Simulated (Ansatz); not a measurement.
Reaction (hydrogenolysis of the Si–N bond): `N[Si](F)([SiH3])Cl` + H₂ → `F[SiH]([SiH3])Cl` + NH₃

Calculated with Ansatz (gas phase, PBE0-D4/def2-TZVP geometries, no zero-point term in ΔE). CCSD(T)/CBS adds triple-zeta CCSD(T) − MP2 to the extrapolated MP2 energy (def2 sets, frozen cores). This one scheme is used for every species. DFT in def2-TZVPP. HSE06 is defined as in plane-wave codes. One conformer a species, not always the lowest.

(1) Is it downhill or uphill in electronic energy at CCSD(T)/CBS, and by how much? (An estimate is asked.)

(2) What do these levels give: PBE-D4, revPBE-D4, r2SCAN0-D4, ωB97X-V, r2SCAN0, HSE06, BHLYP, SCS-MP2/def2-TZVPP, CCSD/def2-TZVPP, MP2/def2-QZVPP, HF/CBS(def2), CCSD/CBS(def2)? (Estimate.)

Largest T1 diagnostic among the species: 0.012.

Answers

(1) Computed: Uphill: ΔE = +51.3 kJ/mol.

(2) The calculation gave: PBE-D4 49.7, revPBE-D4 54.4, r2SCAN0-D4 54.2, ωB97X-V 50.0, r2SCAN0 52.2, HSE06 43.7, BHLYP 43.5, SCS-MP2/def2-TZVPP 50.1, CCSD/def2-TZVPP 45.8, MP2/def2-QZVPP 57.2, HF/CBS(def2) 36.9, CCSD/CBS(def2) 48.0 kJ/mol.

The D4 term adds +10.6 kJ/mol with B3LYP and +5.7 kJ/mol with PBE0; it sums over pairs of atoms, weighted by their polarisabilities, and B3LYP, whose exchange is more repulsive, gets the larger term. Leaving LDA and LC-ωPBE aside and taking each functional with its dispersion term where it has one, the values, not all of them listed here, spread over 8.1 kJ/mol, from B2PLYP to r2SCAN-D4. LDA lies +12.2 kJ/mol from PBE without D4. At CCSD(T), def2-SVP lies −10.8 kJ/mol from the extrapolated value and def2-TZVPP −2.2 kJ/mol.

B3LYP here is the variant with VWN-RPA as its local correlation; programs differ in this.
